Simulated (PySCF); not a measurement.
ZnCl2, SMILES [Cl][Zn][Cl].

Geometry optimised at PBE-D3(BJ)/def2-TZVP. The isomer is the one that the SMILES or the coordinates give; other isomers of the formula were not compared.

These are TDA-PBE/def2-SVPD in PySCF values and carry that method's errors.

Vertical excitations; the highest root listed may be one member of a degenerate set. Isolated molecule, no solvent. State labels are in the subgroup D2h.

Computed excitation energies, oscillator strengths and character:
```
state  symmetry  energy (eV)  λ (nm)      f                                              main pairs
-----  --------  -----------  ------  -----  ------------------------------------------------------
S1          B2g         5.25     236  0.000                            HOMO−1→LUMO (degenerate set)
S2          B3g         5.25     236  0.000                              HOMO→LUMO (degenerate set)
S3          B3u         5.73     216  0.042                            HOMO−2→LUMO (degenerate set)
S4          B2u         5.73     216  0.042                            HOMO−3→LUMO (degenerate set)
S5           Au         6.66     186  0.000                    HOMO→LUMO+2 50 %, HOMO−1→LUMO+1 50 %
S6          B1u         6.71     185  0.000             HOMO−1→LUMO+2, HOMO→LUMO+1 (degenerate set)
S7           Au         6.71     185  0.000             HOMO−1→LUMO+1, HOMO→LUMO+2 (degenerate set)
S8          B1u         6.78     183  0.009  HOMO−4→LUMO 46 %, HOMO→LUMO+1 27 %, HOMO−1→LUMO+2 27 %
S9          B1g         7.10     175  0.000                  HOMO−3→LUMO+2 50 %, HOMO−2→LUMO+1 50 %
S10          Ag         7.14     174  0.000                  HOMO−2→LUMO+2 50 %, HOMO−3→LUMO+1 50 %
T1          B2g         4.95     250      0                            HOMO−1→LUMO (degenerate set)
T2          B3g         4.95     250      0                              HOMO→LUMO (degenerate set)
T3          B3u         5.35     232      0                            HOMO−2→LUMO (degenerate set)
T4          B2u         5.35     232      0                            HOMO−3→LUMO (degenerate set)
```
Triplets are in the Tamm–Dancoff approximation.
